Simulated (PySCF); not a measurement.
Delta-SCF ions had no search for a lower state. Excitations are Tamm–Dancoff values on a coarser integration grid. The basis has no diffuse functions, so Rydberg states are missing or too high.

Z-matrix (Å, degrees):
```
C
C 1 1.3945
C 2 1.3883 1 129.61
H 2 1.0955 3 115.23 1 179.98
H 3 1.0960 2 116.03 4 0.00
C 1 1.4013 2 126.00 4 0.00
H 6 1.0910 1 125.17 2 0.03
C 3 1.4073 5 115.15 2 180.00
O 8 1.3414 3 117.98 5 0.00
H 9 0.9642 8 109.77 3 0.00
C 8 1.4084 9 113.21 10 180.00
C 11 1.3844 8 128.59 9 179.98
H 11 1.0923 12 117.71 8 179.99
H 12 1.0955 11 115.20 13 0.00
C 12 1.3988 14 114.98 11 -180.00
C 15 1.3976 12 126.12 14 0.01
H 16 1.0910 15 125.17 12 0.01
C 6 1.4179 7 125.35 1 180.00
B 18 1.5306 6 126.20 7 0.00
H 19 1.2116 18 120.52 6 -179.90
H 19 1.2117 20 119.02 18 -179.98
```
Charge 0, multiplicity 1.

### Question
Give the brightest of the four lowest singlets (TDA), T1 excitation (TDA), S1 oscillator strength, dipole moment, S1–T1 gap (TDA), total energy, S1 excitation (TDA) and vertical ionisation energy (Delta-SCF) at the level PBE-D3(BJ)/def2-TZVP // PBE0-D3(BJ)/def2-SVP in PySCF.

### Answer

```yaml
brightest of the four lowest singlets (TDA): 3.38 eV
T1 excitation (TDA): 1.73 eV
S1 oscillator strength: 0.007
dipole_moment: 5.05 D
S1–T1 gap (TDA): 0.36 eV
total_energy: -486.0847 Ha
S1 excitation (TDA): 2.09 eV
vertical ionisation energy (Delta-SCF): 7.43 eV
```
